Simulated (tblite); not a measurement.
C8H18P (charge +1).
Atom-mapped SMILES: `[CH3:1][CH2:2][P@+:3]1([CH3:4])[CH2:5][CH2:6][C@H:7]([CH3:8])[CH2:9]1` (hydrogens: H10, H11, H12 on C1; H13, H14 on C2; H15, H16, H17 on C4; H18, H19 on C5; H20, H21 on C6; H22 on C7; H23, H24, H25 on C8; H26, H27 on C9)

Computed with GFN2-xTB (tblite), gas phase: L-BFGS steps from a force-field or distance-geometry start until the largest atomic force falls under 0.01 eV/Å.

Step 29: E = -773.9762 eV
```
atom  x, y, z in Å  |  force x, y, z in eV/Å
C1      2.8705    1.0403   -0.0512   -0.002  -0.031   0.010
C2      2.0077    0.1412   -0.9465   -0.045  -0.088   0.007
P3      0.5727   -0.5464   -0.0552    0.001  -0.004   0.008
C4      1.1268   -1.9635    0.9280    0.012   0.009  -0.053
C5     -0.8322   -0.9867   -1.1212   -0.005   0.008   0.041
C6     -1.9913   -0.8606   -0.1251    0.008   0.030   0.007
C7     -1.8240    0.4377    0.6925    0.095  -0.026   0.013
C8     -2.3580    1.6676   -0.0358   -0.033  -0.052   0.016
C9     -0.3185    0.6299    1.0135    0.094  -0.062  -0.032
H10     3.9183    0.7735   -0.1445    0.041   0.046  -0.053
H11     2.7655    2.0854   -0.3254   -0.025   0.002   0.017
H12     2.6038    0.9365    0.9992   -0.016  -0.001   0.038
H13     2.5746   -0.7314   -1.2812    0.038   0.009  -0.098
H14     1.6430    0.6623   -1.8352    0.058   0.037   0.050
H15     1.9932   -1.6575    1.5158   -0.068  -0.028   0.076
H16     1.4235   -2.7844    0.2769    0.001   0.004  -0.068
H17     0.3246   -2.3040    1.5827    0.064   0.052   0.024
H18    -0.7499   -1.9854   -1.5519    0.010   0.011   0.055
H19    -0.9095   -0.2676   -1.9404   -0.025   0.017   0.052
H20    -2.9532   -0.8757   -0.6371    0.029   0.033   0.015
H21    -1.9630   -1.7218    0.5495   -0.055   0.071  -0.003
H22    -2.3827    0.3221    1.6266    0.025   0.065  -0.067
H23    -1.7984    1.8771   -0.9459   -0.023  -0.057   0.034
H24    -3.4016    1.5225   -0.2913   -0.077  -0.007  -0.075
H25    -2.3032    2.5391    0.6115    0.051   0.009  -0.011
H26     0.0192    1.6449    0.7831   -0.107  -0.036   0.040
H27    -0.0779    0.4312    2.0614   -0.045  -0.013  -0.044
```

Step 30: E = -773.9804 eV
```
atom  x, y, z in Å  |  force x, y, z in eV/Å
C1      2.8706    1.0346   -0.0511    0.023   0.008   0.025
C2      2.0076    0.1419   -0.9464   -0.084  -0.117  -0.010
P3      0.5733   -0.5423   -0.0557   -0.053  -0.042   0.039
C4      1.1291   -1.9582    0.9270    0.013  -0.011  -0.028
C5     -0.8344   -0.9814   -1.1189    0.039  -0.008   0.014
C6     -1.9930   -0.8584   -0.1227    0.020  -0.002  -0.034
C7     -1.8242    0.4385    0.6940    0.074  -0.044   0.022
C8     -2.3580    1.6646   -0.0409   -0.009  -0.070   0.031
C9     -0.3195    0.6272    1.0172    0.080  -0.034  -0.023
H10     3.9183    0.7768   -0.1531    0.090   0.009  -0.046
H11     2.7620    2.0791   -0.3187   -0.045   0.078   0.010
H12     2.6091    0.9245    0.9987   -0.012  -0.008   0.079
H13     2.5692   -0.7316   -1.2833    0.068  -0.028  -0.111
H14     1.6431    0.6645   -1.8321    0.045   0.067  -0.003
H15     1.9915   -1.6503    1.5204   -0.058  -0.030   0.050
H16     1.4298   -2.7772    0.2745   -0.002   0.013  -0.044
H17     0.3287   -2.3011    1.5833    0.058   0.047  -0.003
H18    -0.7478   -1.9789   -1.5518   -0.005   0.012   0.052
H19    -0.9111   -0.2605   -1.9369   -0.031   0.010   0.052
H20    -2.9533   -0.8694   -0.6372    0.019   0.019   0.023
H21    -1.9646   -1.7229    0.5475   -0.064   0.080   0.006
H22    -2.3841    0.3230    1.6268    0.016   0.079  -0.047
H23    -1.8031    1.8562   -0.9580   -0.040  -0.033   0.033
H24    -3.4054    1.5207   -0.2846   -0.046   0.016  -0.069
H25    -2.2880    2.5425    0.5965    0.030   0.005  -0.024
H26     0.0159    1.6437    0.7944   -0.088  -0.011   0.040
H27    -0.0815    0.4207    2.0639   -0.039  -0.008  -0.035
```

Task: Estimate the geometry and energy of step 31. (The exact step hangs on the optimiser's Hessian estimate; all steps are aligned on step 30, rigid shifts and turns removed.)

Result: E = -773.9847 eV, largest force 0.143 eV/Å
```
atom  x, y, z in Å  |  force x, y, z in eV/Å
C1      2.8710    1.0289   -0.0507    0.039   0.038   0.031
C2      2.0064    0.1406   -0.9467   -0.065  -0.096  -0.027
P3      0.5734   -0.5389   -0.0556   -0.067  -0.069   0.046
C4      1.1317   -1.9531    0.9254    0.014  -0.033   0.006
C5     -0.8359   -0.9760   -1.1159    0.065  -0.024  -0.014
C6     -1.9942   -0.8555   -0.1206    0.023  -0.030  -0.058
C7     -1.8227    0.4386    0.6961    0.023  -0.042   0.014
C8     -2.3584    1.6600   -0.0454    0.013  -0.057   0.029
C9     -0.3188    0.6239    1.0207    0.032   0.005  -0.004
H10     3.9197    0.7808   -0.1623    0.095  -0.019  -0.031
H11     2.7572    2.0739   -0.3117   -0.060   0.109   0.013
H12     2.6137    0.9120    0.9993    0.007  -0.013   0.084
H13     2.5650   -0.7322   -1.2879    0.077  -0.050  -0.110
H14     1.6440    0.6681   -1.8289    0.027   0.080  -0.041
H15     1.9887   -1.6442    1.5262   -0.033  -0.026   0.018
H16     1.4356   -2.7695    0.2706   -0.002   0.017  -0.016
H17     0.3336   -2.2971    1.5837    0.032   0.026  -0.025
H18    -0.7456   -1.9722   -1.5499   -0.019   0.000   0.037
H19    -0.9130   -0.2532   -1.9321   -0.030   0.004   0.044
H20    -2.9529   -0.8610   -0.6372    0.003   0.007   0.021
H21    -1.9688   -1.7227    0.5451   -0.064   0.067   0.025
H22    -2.3843    0.3256    1.6268    0.003   0.078  -0.009
H23    -1.8085    1.8336   -0.9692   -0.052  -0.009   0.027
H24    -3.4097    1.5178   -0.2798    0.009   0.036  -0.043
H25    -2.2733    2.5458    0.5801    0.002  -0.016  -0.040
H26     0.0114    1.6425    0.8067   -0.052   0.024   0.033
H27    -0.0848    0.4101    2.0660   -0.023  -0.007  -0.011
```

The energy changes by -0.0043 eV. The first-order estimate −F·Δx gives -0.0059 eV and the mean of the old and new forces, exact on a quadratic surface, -0.0043 eV. The step makes an angle of 74° with the force vector and moves no atom by more than 0.026 Å.

The cost below is that of the whole relaxation. Time: 1.4 s. Hardware: one thread, Arm Neoverse V1 (aarch64), shared host with 32 logical CPUs at a one-minute load of 11.
